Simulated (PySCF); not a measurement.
Molecule: `F[P@OH8-](F)(F)(F)(F)F`, [F₆P]-.

Bonds (- single, = double, # triple, : aromatic): F1-P2 1.631 Å, P2-F3 1.631 Å, P2-F4 1.631 Å, P2-F5 1.631 Å, P2-F6 1.631 Å, P2-F7 1.631 Å. Formal charges: P2 -1.

Total charge -1.

Geometry PBE0-D3(BJ)/def2-SVP throughout; GIAO in PySCF 2.14.0 with density-fitted response routines, gas phase, one conformer, non-relativistic; equivalent atoms averaged; functional PBE0.

Question: How do the absolute shieldings σ depend on the basis set? (ppm; last column core-seconds on 1 thread of an Intel Xeon Platinum 8375C, shared host)

Answer: 
```tsv
basis set	functions	F5/F6	F1	F7	F3/F4	P2	core-s
STO-3G	39	466.0	466.0	466.0	466.1	604.6	3.3
6-31G	67	254.3	254.4	254.4	254.4	453.9	7.2
6-31G*	102	266.1	266.1	266.1	266.1	481.0	11
6-311+G(2d,p)	197	251.4	251.4	251.4	251.4	432.1	20
```

Question: Which nucleus moves most, in ppm?

Answer: F3/F4 (fluorine bonded to P): from 251.4 ppm with 6-311+G(2d,p) to 466.1 ppm with STO-3G. The smallest spread is 172.4 ppm, at P2.

Question: Taking the largest basis, 6-311+G(2d,p) (197 functions), as the yardstick, rank the others by their worst heavy-atom deviation.

Answer: 6-31G 21.7 ppm (67 functions), 6-31G* 48.9 ppm (102 functions), STO-3G 214.7 ppm (39 functions).

A small basis that lands close on one nucleus may do so by chance; judge by the trend and by all nuclei.
